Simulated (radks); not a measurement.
Question: Hg I, configuration [Xe] 4f13 5d10 6s2 6p1 (not the ground configuration). Method: Dirac Kohn-Sham, PBEsol, spin-unpolarised, spherical densities, finite nucleus; open shells are shared between the two j in proportion to 2j + 1; Fermi nuclear charge, rms radius 5.4648 fm; computed with a radial shooting solver on a logarithmic mesh with Libxc functionals. Some entries of the table are withheld. Estimate them.

| orbital | occ. | eigenvalue (hartree) | r(max) (bohr) |
|---|---|---|---|
| 1s1/2 | 2 | -3049.663 | 0.01023 |
| 2s1/2 | 2 | -540.7177 | 0.05939 |
| 2p1/2 | 2 | (1) | 0.04362 |
| 2p3/2 | 4 | (2) | 0.05111 |
| 3s1/2 | 2 | -128.9257 | 0.1671 |
| 3p1/2 | 2 | -119.1102 | 0.1558 |
| 3p3/2 | 4 | -103.2708 | 0.1710 |
| 3d3/2 | 4 | -86.93716 | (3) |
| 3d5/2 | 6 | -83.54306 | (4) |
| 4s1/2 | 2 | -28.86234 | 0.3760 |
| 4p1/2 | 2 | -24.64599 | (5) |
| 4p3/2 | 4 | -20.78941 | (6) |
| 4d3/2 | 4 | -13.87692 | 0.3967 |
| 4d5/2 | 6 | -13.15414 | 0.4061 |
| 5s1/2 | 2 | -4.68625 | 0.8210 |
| 4f5/2 | 5.57143 | -4.25613 | 0.3615 |
| 4f7/2 | 7.42857 | -4.09721 | 0.3659 |
| 5p1/2 | 2 | -3.26653 | 0.8627 |
| 5p3/2 | 4 | -2.55835 | 0.9394 |
| 5d3/2 | 4 | -0.61992 | 1.107 |
| 5d5/2 | 6 | -0.54182 | 1.142 |
| 6s1/2 | 2 | -0.34482 | 2.101 |
| 6p1/2 | 0.333333 | -0.11501 | 2.637 |
| 6p3/2 | 0.666667 | -0.07741 | 3.049 |

Answer: 
(1) 2p1/2 eigenvalue (hartree): -519.0258
(2) 2p3/2 eigenvalue (hartree): -447.5022
(3) 3d3/2 r(max) (bohr): 0.1330
(4) 3d5/2 r(max) (bohr): 0.1372
(5) 4p1/2 r(max) (bohr): 0.3738
(6) 4p3/2 r(max) (bohr): 0.4047
